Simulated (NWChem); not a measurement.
C2H8BN; SMILES CBNC

```xyz
12

B     -0.7080    -0.6878     0.1383
H     -1.8396    -1.1274     0.2937
C      0.5157    -1.6824     0.0521
H      1.5142    -1.2218    -0.0891
H      0.3535    -2.4030    -0.7789
H      0.5561    -2.3054     0.9721
N     -0.6141     0.7117     0.0494
C      0.5571     1.5477    -0.1328
H     -1.4836     1.2453     0.1203
H      0.7006     2.2534     0.7151
H      0.4948     2.1543    -1.0632
H      1.4643     0.9193    -0.2027
```
Atoms are numbered in this order, from 1.

Level: PBE-D3(BJ)/def2-SVP (NWChem), optimised geometry, unscaled harmonic frequencies. 

| frequency (cm⁻¹) | IR intensity (km/mol) |
|---|---|
| 109 | 2.0 |
| 148 | 0.0 |
| 251 | 0.1 |
| 293 | 0.1 |
| 497 | 3.2 |
| 570 | 36.7 |
| 757 | 2.8 |
| 784 | 24.1 |
| 910 | 2.0 |
| 917 | 36.6 |
| 973 | 7.6 |
| 1070 | 27.9 |
| 1102 | 0.0 |
| 1163 | 15.3 |
| 1250 | 9.1 |
| 1333 | 99.3 |
| 1386 | 2.2 |
| 1389 | 15.1 |
| 1400 | 0.6 |
| 1417 | 5.0 |
| 1419 | 17.3 |
| 1509 | 98.3 |
| 2498 | 166.8 |
| 2945 | 63.4 |
| 2963 | 4.4 |
| 3006 | 28.4 |
| 3036 | 7.6 |
| 3059 | 24.7 |
| 3085 | 10.1 |
| 3515 | 15.2 |

The zero-point energy comes out as 63.9 kcal/mol and the thermal correction to the enthalpy at 298.15 K (with zero-point energy) is 68.3 kcal/mol. The heat capacity Cv is 20.1 cal/(mol K) and the entropy at 298.15 K and 1 atm (symmetry number 1) is 74.0 cal/(mol K). The dipole moment comes out as 1.82 D.

Rigid rotor and harmonic oscillator.
